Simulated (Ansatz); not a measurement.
Mulliken charges of GaGeH$_{5}$OS, SMILES `[OH][GeH2][S][GaH2]` from ωB97M-V/def2-TZVPP in Ansatz (PBE0-D4/def2-TZVP geometry).

| atom | x (Å) | y (Å) | z (Å) | charge (e) |
| --- | --- | --- | --- | --- |
| O1 | -0.615 | 0.051 | -0.838 | -0.393 |
| Ge2 | 1.102 | 0.718 | -0.536 | 0.365 |
| S3 | 1.519 | -0.536 | 1.165 | -0.380 |
| Ga4 | -0.755 | -1.023 | 0.962 | 0.275 |
| H5 | -1.297 | 0.706 | -1.011 | 0.185 |
| H6 | 0.892 | 2.226 | -0.300 | 0.025 |
| H7 | 1.901 | 0.455 | -1.821 | 0.029 |
| H8 | -1.046 | -2.510 | 0.583 | -0.050 |
| H9 | -1.700 | -0.087 | 1.796 | -0.057 |

Question: By hand: the dipole of these point charges (1 e Å = 4.8032 D).

Answer: Σ q r = (-0.154, 0.494, -0.423) e Å, of length 0.668 e Å = 3.21 D.

Question: How does the dipole of the full density compare? (Best estimate.)

Answer: Ansatz gave: (-0.183, 0.520, -0.486) e Å, 3.53 D; the point charges give 0.91 times that, at 3° from its direction.

Point charges leave out the atoms' own dipoles, such as those of lone pairs, and Mulliken's split depends on the basis, so the close match here is no proof of good charges.
